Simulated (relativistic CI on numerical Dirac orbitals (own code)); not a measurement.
## Level scheme of Nd XXXVI

Computed by Dirac-Coulomb-Breit CI, KLI orbitals optimised for each configuration, model QED, unscaled Slater integrals (own radial code, finite nucleus).

Configuration list (outside the closed core [Ne]): 3s²3p⁶3d⁷, 3s²3p⁵3d⁸, 3s²3p⁴3d⁹, 3s3p⁶3d⁸, 3p⁶3d⁹, 3s3p⁵3d⁹, 3s²3p⁶3d⁶4s, 3s²3p⁶3d⁶4p, 3s²3p⁶3d⁶4d, 3s²3p⁴3d⁸4s, 3s²3p⁴3d⁸4p, 3s²3p⁵3d⁷4s, 3s²3p⁶3d⁶4f, 3s²3p⁴3d⁸4d, 3s3p⁵3d⁸4s, 3s²3p⁵3d⁷4p, 3s3p⁵3d⁸4p, 3s²3p⁶3d⁵4s², 3s²3p⁵3d⁷4d, 3s3p⁶3d⁷4s, 3s3p⁵3d⁸4d, 3s²3p⁶3d⁵4s4p, 3p⁶3d⁸4s, 3s²3p⁶3d⁶5s, 3s²3p⁵3d⁷4f, 3s²3p⁶3d⁵4p², 3s3p⁶3d⁷4p, 3p⁶3d⁸4p, 3s²3p⁶3d⁶5p, 3s²3p⁶3d⁶5d, 3s²3p⁵3d⁶4s², 3p⁶3d⁸4d, 3s²3p⁶3d⁶5f, 3s3p⁶3d⁶4s², 3s²3p⁶3d⁶6s, 3s²3p⁵3d⁷5s. Levels of other configurations are missing.

The lowest level is 3s²3p⁶3d⁷ ⁴F9/2, with 69 % of that term; Hund's rules for 3s²3p⁶3d⁷ give ⁴F with J = 9/2, in agreement.

```csv
No.,Configuration,Term,J,E (10³ cm⁻¹),%,Next component (%),Lifetime (s)
1,3s²3p⁶3d⁷,⁴F,9/2,0.0,69,28 ²G,
2,3s²3p⁶3d⁷,²P,3/2,75.9,49,25 ²D,
3,3s²3p⁶3d⁷,²D,5/2,106.4,47,24 ⁴P,5.37e-02
4,3s²3p⁶3d⁷,⁴F,7/2,176.3,90,9 ²G,6.67e-06
5,3s²3p⁶3d⁷,²G,9/2,228.3,39,33 ²H,9.07e-06
6,3s²3p⁶3d⁷,⁴F,3/2,234.1,40,32 ⁴P,9.32e-06
7,3s²3p⁶3d⁷,⁴P,5/2,245.0,61,29 ⁴F,1.48e-05
8,3s²3p⁶3d⁷,⁴P,1/2,260.1,53,46 ²P,9.25e-06
9,3s²3p⁶3d⁷,²H,11/2,278.5,100,,1.08e-04
10,3s²3p⁶3d⁷,²G,7/2,306.4,61,35 ²F,3.15e-05
11,3s²3p⁶3d⁷,²F,5/2,352.2,73,23 ²D,2.01e-05
12,3s²3p⁶3d⁷,⁴F,5/2,407.6,48,43 ²D,2.79e-06
13,3s²3p⁶3d⁷,⁴F,3/2,416.2,36,33 ⁴P,4.36e-06
14,3s²3p⁶3d⁷,²D,3/2,456.4,69,22 ²P,8.07e-06
15,3s²3p⁶3d⁷,²P,1/2,458.2,53,46 ⁴P,4.96e-06
16,3s²3p⁶3d⁷,²H,9/2,460.0,64,33 ²G,5.60e-06
17,3s²3p⁶3d⁷,²F,7/2,489.7,64,30 ²G,5.47e-06
18,3s²3p⁶3d⁷,²D,5/2,632.9,77,17 ²F,3.21e-06
19,3s²3p⁶3d⁷,²D,3/2,668.6,62,17 ⁴F,1.79e-06
20,3p⁵3d⁸(3F),⁴G°,11/2,2235.6,96,4 ²H°,1.60e-11
21,3p⁵3d⁸(1D),²D°,5/2,2310.0,59,20 ²F°,4.66e-12
22,3p⁵3d⁸(1D),²F°,7/2,2313.9,61,30 ⁴D°,8.13e-12
23,3p⁵3d⁸(3F),⁴F°,9/2,2362.8,62,25 ²G°,1.73e-12
24,3p⁵3d⁸(3P),²S°,1/2,2423.6,46,33 ²P°,1.55e-12
25,3p⁵3d⁸(3F),⁴G°,9/2,2475.6,66,31 ²G°,4.79e-12
26,3p⁵3d⁸(3F),⁴D°,3/2,2487.1,31,31 ²P°,3.36e-12
27,3p⁵3d⁸(3F),⁴D°,7/2,2493.0,53,25 ⁴F°,9.20e-13
28,3p⁵3d⁸(3F),²D°,5/2,2509.2,37,26 ⁴D°,1.91e-12
29,3p⁵3d⁸(3P),⁴D°,7/2,2512.5,46,26 ⁴F°,3.12e-12
30,3p⁵3d⁸(1S),²P°,3/2,2546.3,35,20 ⁴P°,1.14e-12
31,3p⁵3d⁸(3P),⁴P°,5/2,2573.3,41,31 ²F°,2.54e-12
32,3p⁵3d⁸(3F),⁴F°,5/2,2590.0,33,31 ⁴D°,1.76e-12
33,3p⁵3d⁸(3F),²D°,3/2,2598.7,49,23 ⁴F°,1.46e-12
34,3p⁵3d⁸(1D),²P°,1/2,2602.8,34,32 ⁴D°,1.34e-12
35,3p⁵3d⁸(1G),²H°,11/2,2625.9,96,4 ⁴G°,3.47e-12
36,3p⁵3d⁸(1G),²G°,7/2,2628.0,63,29 ²F°,1.82e-12
37,3p⁵3d⁸(3P),⁴D°,5/2,2656.3,54,16 ²D°,1.10e-12
38,3p⁵3d⁸(3F),⁴D°,3/2,2703.0,36,36 ⁴S°,9.43e-13
39,3p⁵3d⁸(1G),²G°,9/2,2707.8,49,21 ²H°,1.11e-12
40,3p⁵3d⁸(1D),²F°,7/2,2716.4,55,16 ⁴F°,9.03e-13
41,3p⁵3d⁸(3F),⁴D°,1/2,2745.5,54,37 ²P°,1.81e-12
42,3p⁵3d⁸(3P),²D°,3/2,2788.3,33,24 ⁴D°,1.15e-12
43,3p⁵3d⁸(1G),²F°,5/2,2795.4,73,13 ²D°,1.29e-12
44,3p⁵3d⁸(3P),²D°,3/2,2810.1,31,28 ⁴F°,1.04e-12
45,3p⁵3d⁸(3F),²G°,7/2,2855.0,42,32 ⁴G°,1.15e-12
46,3p⁵3d⁸(1D),²D°,5/2,2869.4,39,24 ²F°,1.19e-12
47,3p⁵3d⁸(1D),²P°,1/2,2874.5,54,39 ⁴D°,1.05e-12
48,3p⁵3d⁸(1S),²P°,3/2,3003.7,58,23 ⁴D°,1.33e-12
49,3p⁵3d⁸(3F),⁴D°,7/2,3336.6,48,22 ²F°,5.19e-13
50,3p⁵3d⁸(1D),²D°,3/2,3422.2,40,39 ²P°,5.11e-13
51,3p⁵3d⁸(3F),²G°,9/2,3426.0,68,17 ⁴F°,4.13e-13
52,3p⁵3d⁸(3F),⁴F°,5/2,3438.0,28,24 ⁴G°,8.65e-13
53,3p⁵3d⁸(3F),²G°,7/2,3460.9,32,30 ⁴G°,8.93e-13
54,3p⁵3d⁸(3P),²D°,5/2,3465.7,45,29 ²F°,4.56e-13
55,3p⁵3d⁸(3P),⁴D°,3/2,3471.1,38,22 ⁴P°,9.84e-13
56,3p⁵3d⁸(3P),⁴P°,1/2,3481.1,52,27 ⁴D°,1.17e-12
57,3p⁵3d⁸(1G),²H°,9/2,3531.3,72,27 ²G°,1.00e-12
58,3p⁵3d⁸(1D),²F°,5/2,3558.4,45,37 ⁴G°,2.75e-12
59,3p⁵3d⁸(3P),²P°,1/2,3561.2,62,28 ⁴D°,4.76e-13
60,3p⁵3d⁸(3P),²D°,5/2,3667.5,43,23 ²F°,4.53e-13
61,3p⁵3d⁸(1G),²F°,7/2,3695.1,56,35 ²G°,4.09e-13
62,3p⁵3d⁸(3P),²P°,3/2,3727.1,43,22 ²D°,4.19e-13
63,3p⁵3d⁸(3F),²D°,3/2,3804.9,47,21 ²P°,5.76e-13
64,3p⁵3d⁸(1S),²P°,1/2,3832.2,79,15 ⁴D°,9.61e-13
65,3s3d⁸(3F),²F,7/2,4575.8,36,31 3s²3p⁴3d⁹ ²F,1.75e-12
66,3s3d⁸(3F),⁴F,9/2,4592.2,88,8 ²G,9.79e-13
67,3s3d⁸(1D),²D,5/2,4665.6,43,39 ⁴P,1.01e-12
68,3s3d⁸(1D),²D,3/2,4681.6,47,18 ²P,1.05e-12
69,3p⁴(3P)3d⁹,⁴F,9/2,4695.6,60,25 ²G,9.27e-13
70,3p⁴(3P)3d⁹,²P,1/2,4696.6,58,15 3s3p⁶3d⁸ ²P,1.23e-12
```

Energies count from the lowest computed level; ° marks odd parity; lifetimes are radiative, by E1, M1, E2, M2 decay to levels of this space only; some are left blank where a channel outside the calculation adds to the decay or the decay crosses a small, uncertain gap. Percentages are summed over parent terms; the parents shown are those of the largest component, closed shells are left out there.

The mean weight of the leading LS term, summed over parents, in these 70 levels is 54 %, and that of the leading jj configuration (from the same eigenvectors) 85 %, so jj coupling describes them better and the LS labels are nominal.

At this charge energies of transitions that change n are usually good to better than 1 %, and those within a shell (Δn = 0) to a few per cent. Terms inside the open d or f shell come out 10 to 20 % too wide with unscaled integrals.

LS names give the leading component of a level, which can be under half, so a name can repeat, a term be missing and a line seem to break the LS rules.
